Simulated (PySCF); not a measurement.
**Atomic charges against the basis set**

C2H8BFO.
Cartesian coordinates in Å at the PBE0-D3(BJ)/def2-SVP level; atoms count from 1:
```xyz
13
C2H8BFO angstrom
C     -0.784   -1.059   -0.319
O     -0.121   -0.078    0.472
C     -0.771    1.189    0.475
B      1.526    0.007    0.195
F      1.598    0.468   -1.104
H     -1.818   -1.170    0.040
H     -0.773   -0.766   -1.380
H     -0.231   -1.995   -0.187
H     -1.798    1.065    0.848
H     -0.196    1.834    1.148
H     -0.776    1.619   -0.538
H      1.856   -1.159    0.343
H      1.873    0.813    1.044
```

PBE0 throughout (PySCF), one geometry, spherical d and f functions. Isolated species at its PBE0-D3(BJ)/def2-SVP geometry (one conformer only). Atoms taken as equivalent share a column and are averaged.

Mulliken charges (e):

```csv
basis,functions,C1/C3,O2,B4,F5,H6 (×6),H12/H13
STO-3G,33,-0.122,-0.131,+0.117,-0.194,+0.113,-0.113
6-31G,61,-0.249,-0.553,+0.483,-0.401,+0.207,-0.135
pcSseg-0,61,-0.345,-0.696,+0.435,-0.395,+0.261,-0.109
6-31G*,86,-0.295,-0.438,+0.404,-0.360,+0.207,-0.129
cc-pVDZ,110,+0.065,-0.263,+0.231,-0.216,+0.073,-0.161
def2-SVP,110,+0.113,-0.369,+0.253,-0.224,+0.073,-0.161
"6-311+G(2d,p)",183,-0.338,-0.207,+0.300,-0.386,+0.177,-0.045
aug-cc-pVDZ,187,+0.850,-0.436,-0.805,-0.502,-0.178,+0.554
def2-TZVP,203,-0.234,-0.051,+0.102,-0.319,+0.149,-0.079
IGLO-III,255,-0.231,-0.205,+0.512,-0.453,+0.150,-0.147
cc-pVTZ,262,-0.129,-0.086,+0.126,-0.284,+0.116,-0.098
```

IAO charges (e):

```
        basis  functions   C1/C3      O2      B4      F5  H6 (×6)  H12/H13
       STO-3G         33  -0.245  -0.090  +0.018  -0.246   +0.153   -0.056
        6-31G         61  -0.247  -0.183  +0.130  -0.387   +0.171   -0.046
     pcSseg-0         61  -0.222  -0.194  +0.128  -0.372   +0.165   -0.055
       6-31G*         86  -0.212  -0.193  +0.165  -0.390   +0.160   -0.060
      cc-pVDZ        110  -0.210  -0.187  +0.148  -0.390   +0.160   -0.054
     def2-SVP        110  -0.201  -0.185  +0.155  -0.390   +0.157   -0.059
6-311+G(2d,p)        183  -0.221  -0.194  +0.156  -0.405   +0.164   -0.051
  aug-cc-pVDZ        187  -0.219  -0.190  +0.152  -0.404   +0.163   -0.050
    def2-TZVP        203  -0.218  -0.195  +0.162  -0.405   +0.163   -0.053
     IGLO-III        255  -0.220  -0.195  +0.160  -0.406   +0.164   -0.052
      cc-pVTZ        262  -0.220  -0.194  +0.161  -0.404   +0.164   -0.053
```

Hirshfeld charges (e):

| basis | functions | C1/C3 | O2 | B4 | F5 | H6 (×6) | H12/H13 |
| --- | --- | --- | --- | --- | --- | --- | --- |
| STO-3G | 33 | +0.061 | +0.018 | +0.041 | -0.153 | +0.037 | -0.125 |
| 6-31G | 61 | +0.002 | +0.001 | +0.058 | -0.212 | +0.058 | -0.100 |
| pcSseg-0 | 61 | 0.000 | +0.034 | +0.049 | -0.202 | +0.057 | -0.111 |
| 6-31G* | 86 | +0.002 | +0.009 | +0.054 | -0.199 | +0.056 | -0.103 |
| cc-pVDZ | 110 | -0.010 | +0.026 | +0.050 | -0.188 | +0.057 | -0.105 |
| def2-SVP | 110 | -0.011 | +0.026 | +0.049 | -0.194 | +0.059 | -0.105 |
| 6-311+G(2d,p) | 183 | -0.011 | -0.017 | +0.079 | -0.209 | +0.060 | -0.095 |
| aug-cc-pVDZ | 187 | -0.019 | -0.013 | +0.072 | -0.201 | +0.061 | -0.093 |
| def2-TZVP | 203 | -0.015 | -0.006 | +0.070 | -0.204 | +0.060 | -0.096 |
| IGLO-III | 255 | -0.019 | -0.011 | +0.072 | -0.203 | +0.061 | -0.094 |
| cc-pVTZ | 262 | -0.016 | +0.002 | +0.067 | -0.199 | +0.060 | -0.098 |

Some averages cover members that differ in this geometry, most widely: H6 (×6), Mulliken in aug-cc-pVDZ -0.294 to -0.015; H6 (×6), Mulliken in 6-31G +0.187 to +0.227; H6 (×6), Mulliken in 6-311+G(2d,p) +0.151 to +0.190; H6 (×6), Mulliken in pcSseg-0 +0.243 to +0.282 e.

Which scheme is steadiest as the basis changes?

Largest range over the bases for any column: Hirshfeld 0.08 e, IAO 0.16 e, Mulliken 1.32 e. Hirshfeld charges move least and Mulliken charges most, counted in e. Without the minimal STO-3G basis the ranges are Hirshfeld 0.05, IAO 0.05, Mulliken 1.32 e.

How much do the charges still move between the two largest bases, IGLO-III and cc-pVTZ?

At most, over all atoms: Mulliken 0.386 e, IAO 0.003 e, Hirshfeld 0.013 e.

What do the same runs give for the total energy, the frontier levels and the dipole moment?

| basis | energy (Eh) | HOMO (eV) | LUMO (eV) | μ (D) |
| --- | --- | --- | --- | --- |
| STO-3G | -276.9568 | -3.52 | 5.93 | 4.79 |
| 6-31G | -280.5735 | -7.45 | 1.73 | 5.00 |
| pcSseg-0 | -280.0197 | -7.49 | 1.52 | 5.29 |
| 6-31G* | -280.6420 | -7.38 | 1.91 | 4.76 |
| cc-pVDZ | -280.6602 | -7.49 | 1.43 | 4.75 |
| def2-SVP | -280.4417 | -7.52 | 1.36 | 4.87 |
| 6-311+G(2d,p) | -280.7395 | -7.75 | 0.00 | 4.68 |
| aug-cc-pVDZ | -280.6809 | -7.72 | -0.29 | 4.63 |
| def2-TZVP | -280.7656 | -7.71 | 0.86 | 4.67 |
| IGLO-III | -280.7731 | -7.73 | 0.47 | 4.64 |
| cc-pVTZ | -280.7561 | -7.69 | 0.89 | 4.66 |

The dipole is fixed by the density alone, so its range of 0.66 D shows that the density itself changes with the basis, not only its division among atoms.
